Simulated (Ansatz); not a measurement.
`[NH2][Al]([F])[SH]` + H₂O → `[OH][Al]([F])[SH]` + NH₃  (formal hydrolysis of the Al–N bond)

Gas-phase electronic energies from Ansatz, PBE0-D4/def2-TZVP geometries. CCSD(T)/CBS adds triple-zeta CCSD(T) − MP2 to the extrapolated MP2 energy (def2 sets, frozen cores). This one scheme is used for every species. Functionals use def2-TZVPP. B3LYP here is the variant with VWN-RPA as its local correlation; programs differ in this. Each species was taken in one conformer, which may not be the lowest.

```csv
level,ΔE (kcal/mol)
r2SCAN,-10.7
B3LYP,-10.8
r2SCANh,-10.6
MP2/def2-TZVPP,-10.3
```

**Question.** What does CCSD(T)/CBS give? (An estimate is asked.)

**Answer.** The calculation gave: -9.8 kcal/mol. The listed levels differ from it by -0.9, -1.0, -0.8, -0.5 kcal/mol.

Largest T1 diagnostic among the species: 0.012.

Leaving LDA and LC-ωPBE aside and taking each functional with its dispersion term where it has one, the values, not all of them listed here, spread over 1.4 kcal/mol, from B97M-V to HSE06-D4. LDA lies +0.7 kcal/mol from PBE without D4.
